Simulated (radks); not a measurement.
Neutral arsenic inside a hard spherical wall (all orbitals vanish at R), configuration held at [Ar] 3d10 4s2 4p3 and not refilled when levels cross. All-electron calculation, non-relativistic Kohn-Sham, PBEsol, spin-unpolarised, spherical densities, point nucleus. Program: a radial shooting solver on a logarithmic mesh with Libxc functionals. Eigenvalues in eV, with the zero of energy where the potential of the charges vanishes at infinity; a dash marks a level that is unbound or too diffuse for the functional's potential to be trusted. A positive occupied level is held by the wall or, in an anion where self-interaction has pushed it up, behind a barrier. The pressure on the wall is -dE/dV.

R (bohr) = free: E (hartree) -2233.91554; kinetic (hartree) 2232.350; e(3p) -132.06; e(3d) -41.723; e(4s) -14.060; e(4p) -5.232; e(5s, empty) -; e(5p, empty) -; pressure (GPa) 0
R (bohr) = 12: E (hartree) -2233.91553; kinetic (hartree) 2232.350; e(3p) -132.06; e(3d) -41.721; e(4s) -14.058; e(4p) -5.230; e(5s, empty) -0.104; e(5p, empty) 1.209; pressure (GPa) 0.000283
R (bohr) = 10: E (hartree) -2233.91538; kinetic (hartree) 2232.352; e(3p) -132.05; e(3d) -41.704; e(4s) -14.045; e(4p) -5.217; e(5s, empty) 0.299; e(5p, empty) 2.056; pressure (GPa) 0.00486
R (bohr) = 5: E (hartree) -2233.82872; kinetic (hartree) 2232.833; e(3p) -129.57; e(3d) -39.250; e(4s) -12.202; e(4p) -3.079; e(5s, empty) 11.679; e(5p, empty) 17.993; pressure (GPa) 10.8
R (bohr) = 4: E (hartree) -2233.57094; kinetic (hartree) 2233.960; e(3p) -125.76; e(3d) -35.503; e(4s) -9.159; e(4p) 0.757; e(5s, empty) 26.637; e(5p, empty) 35.618; pressure (GPa) 72.2
R (bohr) = 2: E (hartree) -2224.37970; kinetic (hartree) 2262.753; e(3p) -87.135; e(3d) 2.874; e(4s) 50.638; e(4p) 70.436; e(5s, empty) 239.72; e(5p, empty) 257.66; pressure (GPa) 11700
R (bohr) = 1.5: E (hartree) -2203.04931; kinetic (hartree) 2324.013; e(3p) -41.548; e(3d) 51.783; e(4s) 165.51; e(4p) 191.51; e(5s, empty) 545.42; e(5p, empty) 558.21; pressure (GPa) 85100
